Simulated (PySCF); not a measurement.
The second ionisation energy along the 5p block

Calculated with PySCF 2.14 from differences of total energies of unrestricted determinants, without spin-orbit coupling. Values in eV. The last column holds reference values (NIST; (s) semi-empirical, (t) theoretical, else measured). Unmarked ones compare directly (S terms, centres of terms, or small fine structure); those marked * lie between the lowest fine-structure levels and include a spin-orbit shift.

```json
{"element": "In (aug-cc-pwCVTZ-DK3 with one added diffuse shell each of s, p, d, f type, spin-free X2C)", "configurations": "[Kr] 4d10 5s2 → [Kr] 4d10 5s1", "UHF": "17.014", "LDA": "19.406", "r2SCAN": "18.696", "MP2 (valence)": "17.665", "SCS-MP2 (valence)": "17.796", "MP2 (valence and next inner shell)": "18.930", "reference": "18.870"}
{"element": "Sn (aug-cc-pwCVTZ-DK3 with one added diffuse shell each of s, p, d, f type, spin-free X2C)", "configurations": "[Kr] 4d10 5s2 5p1 → [Kr] 4d10 5s2", "UHF": "13.752", "LDA": "14.415", "r2SCAN": "14.380", "MP2 (valence)": "13.965", "SCS-MP2 (valence)": "13.954", "MP2 (valence and next inner shell)": "14.142", "reference": "14.282"}
{"element": "Sb (aug-cc-pwCVTZ-DK3 with one added diffuse shell each of s, p, d, f type, spin-free X2C)", "configurations": "[Kr] 4d10 5s2 5p2 → [Kr] 4d10 5s2 5p1", "UHF": "16.000", "LDA": "16.667", "r2SCAN": "16.648", "MP2 (valence)": "16.330", "SCS-MP2 (valence)": "16.267", "MP2 (valence and next inner shell)": "16.541", "reference": "16.626 ± 0.025 *"}
{"element": "Te (aug-cc-pwCVTZ-DK3 with one added diffuse shell each of s, p, d, f type, spin-free X2C)", "configurations": "[Kr] 4d10 5s2 5p3 → [Kr] 4d10 5s2 5p2", "UHF": "18.336", "LDA": "18.932", "r2SCAN": "18.988", "MP2 (valence)": "18.772", "SCS-MP2 (valence)": "18.647", "MP2 (valence and next inner shell)": "18.992", "reference": "18.6 ± 0.4 *"}
{"element": "I (aug-cc-pwCVTZ-DK3 with one added diffuse shell each of s, p, d, f type, spin-free X2C)", "configurations": "[Kr] 4d10 5s2 5p4 → [Kr] 4d10 5s2 5p3", "UHF": "17.675", "LDA": "19.052", "r2SCAN": "18.753", "MP2 (valence)": "18.328", "SCS-MP2 (valence)": "18.398", "MP2 (valence and next inner shell)": "18.496", "reference": "18.750"}
{"element": "Xe (aug-cc-pwCVTZ-DK3 with one added diffuse shell each of s, p, d, f type, spin-free X2C)", "configurations": "[Kr] 4d10 5s2 5p5 → [Kr] 4d10 5s2 5p4", "UHF": "20.066", "LDA": "21.388", "r2SCAN": "21.106", "MP2 (valence)": "20.823", "SCS-MP2 (valence)": "20.829", "MP2 (valence and next inner shell)": "21.022", "reference": "20.975 (s) *"}
```

```tsv
method	elements	mean error (eV)	mean absolute error (eV)	largest error (eV)
UHF	3	-1.154	1.154	-1.857
LDA	3	0.324	0.324	0.536
r2SCAN	3	-0.024	0.092	-0.174
MP2 (valence)	3	-0.648	0.648	-1.205
SCS-MP2 (valence)	3	-0.584	0.584	-1.075
MP2 (valence and next inner shell)	3	-0.111	0.151	-0.253
```

Errors include the incompleteness of the basis and the frozen core.

"Valence" correlates the outer s and p shells and, in groups 3 to 12 and the f block, the outer d or f shell, open or full, or the next shell where the ion has no valence electron left; the wider scheme adds the next inner shell.
